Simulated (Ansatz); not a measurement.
Ideal-gas functions of C₂H₃AlTe, SMILES `[TeH][C]1=[CH][AlH]1` at 298.15 K and 1 bar, from an Ansatz frequency run at PBE0-D4/def2-TZVP.

Molar mass 181.63 g/mol, point group Cs (symmetry number 1), electronic degeneracy 1, moments of inertia 30.314, 430.492, 460.807 u Å². Harmonic wavenumbers (cm⁻¹, unscaled): 185, 195, 284, 289, 459, 472, 681, 755, 852, 864, 1090, 1422, 1999, 2152, 3144.

Use S(trans) = R[1.5 ln M + 2.5 ln T − 1.1517]; rotational temperatures θ = 24.2544 K / I; S(rot) = R[ln(√π/σ · √(T³/θAθBθC)) + 1.5]; for each mode x = 1.438777 ν̃/T, S = R[x/(eˣ − 1) − ln(1 − e⁻ˣ)] and H = RT x/(eˣ − 1); 1 cm⁻¹ = 0.0119627 kJ/mol; R = 8.31446 J/(mol·K).

Q: By hand: the entropy, in J/(mol·K).

A: Translation 173.7. Rotation: θ = 0.8001, 0.0563, 0.0526 K, giving 113.4. Vibration, mode by mode: 9.53, 9.12, 6.32, 6.19, 3.22, 3.06, 1.38, 1.03, 0.71, 0.67, 0.27, 0.07, 0.01, 0.00, 0.00, in all 41.6. Electronic 0.0. Sum 328.7 J/(mol·K).

Q: By hand: H − E and G − E in kJ/mol, counted from the electronic energy.

A: Zero-point energy ½ × 14843 × 0.0119627 = 88.8; thermal vibration 7.6; translation, rotation and pV give 4 RT = 9.9. H − E = 106.3 kJ/mol, and G − E = 106.3 − 298.15 × 328.7/1000 = 8.3 kJ/mol.

Vibration gives 13 % of the entropy.
